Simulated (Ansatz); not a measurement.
Na2Li3⁺, relaxed as a singlet with RKS B3LYP/def2-TZVP in Ansatz, starting from the GFN2-xTB geometry. Force threshold 0.02 eV/Å.

The restricted singlet is unstable towards broken spin symmetry in Hartree–Fock (as tested in another run); at B3LYP/def2-TZVP this wasn't settled. Another isomer (singlet) lies 0.12 eV lower at PBE0/def2-TZVP; other spin states weren't run for this one.

Start:

```xyz
5

Li    2.873    0.133    0.353
Li    1.804    1.851   -0.988
Li    0.185   -0.030    0.028
Na   -2.434   -0.524    1.713
Na   -2.428   -1.430   -1.107
```

**Question.** Estimate the energy that the relaxation releases and the steps that it takes.

**Answer.** 0.30 eV, in 8 steps; 10 s on 4 threads of Arm Neoverse V2 on a shared host. The force fell under the threshold at step 5, but the optimiser went on. No frequencies were taken in this run, so the end may be a saddle point.

**Question.** Does the start keep its bonding?

**Answer.** By distances, no bond broke or formed. The bond that changes most is Li1–Li2, from 2.43 to 2.85 Å (atoms count from 1).

**Question.** Predict the relaxed structure.

**Answer.** 
```
atom   x (Å)   y (Å)   z (Å)
 Li1   3.129  -0.068   0.279
 Li2   2.015   2.232  -0.972
 Li3   0.053   0.039  -0.011
 Na4  -2.675  -0.451   1.828
 Na5  -2.522  -1.752  -1.124
```
Bond lengths (bridged metal pairs left out): 2 × Li–Na 3.33 Å; 1 × Li–Li 2.85 Å; 1 × Na–Na 3.23 Å.
